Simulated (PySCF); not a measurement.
Identify the unknown among the candidates.

All candidates are C6H12O.

* Polarisability: 74.9 au [wB97X-D/def2-SVPD]
* UV, strongest line: among the 8 lowest singlet transitions: S6 at 8.30 eV (149 nm, f = 0.056) [TDDFT wB97X-D/def2-SVPD]
* NMR, other nuclei: isotropic shieldings of nuclei other than C and H, by class: -316 (1 O) ppm [GIAO PBE0/pcSseg-1]
* 13C NMR: chemical shifts (computed TMS as zero) by class: 218.8 (1 C), 52.1 (1 C), 34.2 (1 C), 30.6 (1 C), 21.9 (1 C), 15.4 (1 C) ppm [GIAO PBE0/pcSseg-1]
* 1H NMR: chemical shifts (computed TMS as zero) by class: 2.28 (1 H), 2.19 (3 H), 2.08 (1 H), 1.10 (3 H), 1.07 (1 H), 0.84 (3 H) ppm [GIAO PBE0/pcSseg-1]
* Rotational structure: rotational constants A, B, C: 3.064, 2.106, 1.673 GHz [GFN2-xTB]

The electronic properties come from PySCF, for the isolated species, density fitting. Levels stand in brackets. The structure is a single GFN2-xTB conformer in the gas phase; no vibrational or solvent corrections. Each NMR value is the plain mean over a class of atoms that symmetry, rotation or inversion makes alike.

**Question.** Which candidate is it?
A. `C/C=C(\C)COC`
B. `CC[C@@H](C)C(C)=O`
C. `COC(C)=C(C)C`
D. `CC1CCOCC1`

**Answer.** B. It is `CC[C@@H](C)C(C)=O`. Numbering: `[CH3:1][CH2:2][C@@H:3]([CH3:4])[C:5]([CH3:6])=[O:7]`. Its formula, C6H12O, gives 1 degree of unsaturation: 0 rings and 1 π bond in the structure found. 6 carbons fall into 6 classes; from least to most shielded: ketone carbonyl carbon [C5] (218.8 ppm), sp3 carbon next to a carbonyl [C3] (52.1 ppm), methyl carbon next to a carbonyl [C6] (34.2 ppm), chain CH2 carbon [C2] (30.6 ppm), methyl carbon [C4] (21.9 ppm), methyl carbon [C1] (15.4 ppm). Hydrogen classes from least to most shielded: 1 H on an sp3 carbon next to a carbonyl, C3 (2.28 ppm), 3 H on a methyl carbon next to a carbonyl, C6 (2.19 ppm, a mean of values up to 0.6 ppm apart in this geometry), 1 H on a chain CH2 carbon, C2 (2.08 ppm), 3 H on a methyl carbon, C4 (1.10 ppm), 1 H on a chain CH2 carbon, C2 (1.07 ppm), 3 H on a methyl carbon, C1 (0.84 ppm). The other shieldings belong to: -316 ppm, ketone oxygen [O7]. The optimised geometry has point group C1 and is an asymmetric top.

The others, at the same levels:
- `CC1CCOCC1` fails: it has 4 carbon classes against 6; its computed 13C shifts are 71.9 (2 C), 38.7 (2 C), 34.3 (1 C), 25.3 (1 C) ppm, 1H shifts are 4.16 (2 H), 3.43 (2 H), 1.29 (2 H), 1.25 (1 H), 1.12 (2 H), 0.99 (3 H) ppm and rotational constant A is 4.607 GHz (against 3.064 GHz).
- `COC(C)=C(C)C` fails: its computed 13C shifts are 154.3 (1 C), 120.3 (1 C), 57.6 (1 C), 20.3 (1 C), 20.2 (1 C), 15.9 (1 C) ppm, 1H shifts are 3.59 (3 H), 1.86 (3 H), 1.84 (3 H), 1.68 (3 H) ppm and rotational constant A is 3.843 GHz (against 3.064 GHz).
- `C/C=C(\C)COC` fails: its computed 13C shifts are 140.3 (1 C), 133.0 (1 C), 82.2 (1 C), 57.2 (1 C), 16.8 (1 C), 14.1 (1 C) ppm, 1H shifts are 5.73 (1 H), 3.91 (2 H), 3.24 (3 H), 1.83 (3 H), 1.83 (3 H) ppm and rotational constant A is 4.351 GHz (against 3.064 GHz).

Each candidate is one conformer, not necessarily the lowest. Dipoles, sizes and rotational constants follow the conformer. The torsions of the flexible species, by atom-mapped SMILES:
- `[CH3:1][CH2:2][C@@H:3]([CH3:4])[C:5]([CH3:6])=[O:7]`: C1–C2–C3–C4 173°, C2–C3–C5–C6 141°
- `[CH3:1][O:2][C:3]([CH3:4])=[C:5]([CH3:6])[CH3:7]`: C1–O2–C3–C4 56°
- `[CH3:1]/[CH:2]=[C:3](\[CH3:4])[CH2:5][O:6][CH3:7]`: C2–C3–C5–O6 118°, C3–C5–O6–C7 -68°

The conformers of `CC1CCOCC1` aren't listed.
